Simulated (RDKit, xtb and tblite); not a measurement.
Relaxed torsion scan: SMILES C(C[Si](C)(C)C)C=O (C6H14OSi). Scanned: dihedral Si2–C5–C6–C7 and dihedral C5–C6–C7–O8; all other coordinates were relaxed at GFN2-xTB. Points at φ and −φ are mirror images. Heavy atoms are numbered in the order of the SMILES C[Si](C)(C)CCC=O, hydrogens after them in the order of the atoms that carry them; the mirror image has the same energies with the sign of each dihedral reversed.

Levels: GFN2-xTB (xtb and tblite); MMFF94 // GFN2-xTB (RDKit); UFF // GFN2-xTB (RDKit).

Energies in kcal/mol at chosen points (x: dihedral Si2–C5–C6–C7 (°); y: dihedral C5–C6–C7–O8 (°)), relative to x = 180, y = -60:

```
method    (0, -120)  (150, 150)  (-90, -120)  (-60, 0)  (-90, 180)  (-60, 120)  (-120, 120)
--------  ---------  ----------  -----------  --------  ----------  ----------  -----------
GFN2-xTB        2.8        -0.3          0.2      -1.8        -0.1        -1.8          0.8
MMFF94          8.6         0.6          0.2       1.0         0.7        -0.6          0.9
UFF            11.9         4.4          4.0       6.6         2.6         2.5          5.9
```

MMFF94 has few fitted parameters for silicon.
